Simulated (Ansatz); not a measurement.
Species: CaS, charge 0, multiplicity 1. 
Geometry from a B3LYP-D3(BJ)/def2-TZVP (Ansatz, an electronic-structure program) optimisation:
```
Ca
S 1 2.3180
```
Charge 0, spin multiplicity 1.

Basis-set convergence of Hartree-Fock and MP2 correlation energies (hartree) with Ansatz. Cores are frozen in the correlated levels unless marked. No spin-orbit coupling. The frozen core is the preceding noble-gas configuration, with the filled d and f shells of earlier blocks. The outer core of K, Ca and their heavier congeners is not correlated, a term that matters for these elements. No relativistic terms.

```tsv
basis	functions	E(HF)	E(corr, MP2)
def2-SVP	42	-1074.07156	-0.14693
def2-TZVPP	78	-1074.29515	-0.20244
def2-QZVPP	140	-1074.32266	-0.22352
```

Extrapolating the two largest sets (X = 3 and 4) as X^-3: E(corr) = (64·(-0.22352) - 27·(-0.20244))/37 = -0.2389 Eh, an estimate of the basis-set limit. The largest set recovers 93.6 % of it, the smallest 61.5 %.
